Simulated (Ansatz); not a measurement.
Geometry optimisation, Ansatz 0.2.0, RKS PBE0-D4/def2-SVP.

Input:

```yaml
crystal:
  periodic: [false, false, false]
  atoms:
    - { symbol: Ge, position_ang: [0.0, 0.0, 0.0] }
    - { symbol: Cl, position_ang: [0.0, 0.0, 2.57] }
    - { symbol: F, position_ang: [1.5842, 0.0, -0.5594] }
    - { symbol: H, position_ang: [-0.73, 1.2648, -0.5162] }
    - { symbol: F, position_ang: [-0.7913, -1.3709, -0.5594] }
    - { symbol: H, position_ang: [-1.7556, 0.0, 0.5833] }
    - { symbol: H, position_ang: [-1.4971, 0.0, 1.5533] }
basis:
  gaussian: { orbitals: def2-SVP }
hamiltonian:
  xc: pbe0
  dispersion: d4
relax:
  f_tol: 0.15
  max_steps: 25
  restrain:
    - { distance: [0, 5], at: 1.55, k: 30.0 }
    - { distance: [6, 1], at: 1.37, k: 30.0 }
    - { distance: [0, 1], at: 3.42, k: 30.0 }
    - { distance: [6, 5], at: 1.86, k: 30.0 }
output:
  orbitals: {}
```

Command:

```bash
$ ansatz run input.yaml --threads 2 --pin off --max-ram 3072MiB --backend cpu --events-out ev --progress --plain --runs-dir out
```

Question: Where does it end, and by what steps?

Answer: The forces met the threshold. The restraints hold the end off the free minimum. After 15 steps the energy has fallen by 2.079 eV (the restraints' own energy left out); F5 moved furthest, 1.36 Å. Joined: Cl2–H7 (1.81 → 1.33 Å).

| step | energy less start (eV) | largest force component (eV/Å) | accepted |
| --- | --- | --- | --- |
| 0 | 0.0000 | 3.411 | yes |
| 1 | 1.2912 | 3.116 | yes |
| 2 | 1.4065 | 3.098 | yes |
| 3 | 0.4599 | 1.949 | yes |
| 4 | -0.5250 | 1.401 | yes |
| 5 | -1.1749 | 1.277 | yes |
| 6 | -1.6553 | 1.442 | yes |
| 7 | -1.8881 | 1.421 | yes |
| 8 | -1.9052 | 1.637 | yes |
| 9 | -1.9613 | 1.093 | yes |
| 10 | -1.9920 | 1.115 | yes |
| 11 | -2.0024 | 1.245 | yes |
| 12 | -2.0670 | 0.991 | yes |
| 13 | -2.0096 | 1.901 | no |
| 14 | -2.0640 | 1.220 | yes |
| 15 | -2.0790 | 1.077 | yes |

```xyz
7
Properties=species:S:1:pos:R:3
Ge -0.432 -0.129 -0.382
Cl -0.387 1.045 2.832
F 1.177 -0.633 -0.016
H -0.449 1.372 -0.649
F -0.829 -0.947 -1.852
H -1.354 -0.708 0.714
H -0.916 -0.107 2.425
```

Run time: 37 s on 2 threads of Arm Neoverse V1 (shared host), peak memory 0.2 GiB.
